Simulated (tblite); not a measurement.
CH$_{2}$Cl$_{6}$Si$_{2}$, charge -1, doublet, at a GFN2-xTB geometry (a state made from the parent by changing its charge; the spin is typed, not shown lowest); GFN1-xTB run with tblite.

Input for tblite:
```
$ tblite run mol.xyz --method gfn1 --charge -1 --spin 1 --json tblite.json --no-restart

# file mol.xyz
11

Cl     3.08799008    -0.39677225    -1.26569421
Si     1.47398113     0.29321702    -0.19461162
Cl     2.17933231     0.66766398     1.66884890
Cl     0.97661910     2.06905610    -1.02181231
C      0.10544345    -0.99510331    -0.21573527
Si    -1.63560367    -0.25343323     0.20330251
Cl    -2.05187644     0.25737694    -1.98728099
Cl    -1.20310332    -0.20377725     2.43948372
Cl    -2.91612256    -1.88424425     0.27626352
H      0.33616261    -1.78103735     0.50587682
H      0.05562643    -1.46347131    -1.19988467
```

What the program printed (banner, timings and long lists left out):

```
xTB calculator
 | screened Coulomb repulsion
 | Coulomb electrostatics
 |  * isotropic Klopman-Ohno-Mataga-Nishimoto electrostatics
 |  * onsite third-order electrostatics
 | DFT-D3(BJ) dispersion correction

halogen bonding energy    0.0000000000000E+00 Eh
repulsion energy          1.0620134632447E-01 Eh
dispersion energy        -1.0269287879210E-02 Eh
number of electrons       5.7000000000000E+01 e
integral cutoff           2.8146159136829E+01 bohr

------------------------------------------------------------
  cycle        total energy    energy error   density error
------------------------------------------------------------
      1     -32.96291278562  -3.3058845E+01   4.8932943E-01
      2     -32.99842330681  -3.5510521E-02   3.0672218E-01
      3     -32.99338094721   5.0423596E-03   4.8129824E-02
      4     -33.00057841093  -7.1974637E-03   1.1656447E-02
      5     -33.00096771260  -3.8930168E-04   5.6271913E-03
      6     -33.00099773285  -3.0020251E-05   8.7782260E-04
      7     -33.00099784775  -1.1489183E-07   4.0201562E-04
      8     -33.00099811679  -2.6904082E-07   1.9759663E-04
      9     -33.00099829195  -1.7516018E-07   4.2308003E-05
     10     -33.00099829826  -6.3078573E-09   1.0732139E-05
------------------------------------------------------------

electronic energy        -3.3096930356701E+01 Eh
total energy             -3.3000998298255E+01 Eh

Post processing:
 | Mayer-Wiberg bond orders

[Info] JSON dump of results written to 'tblite.json'
```
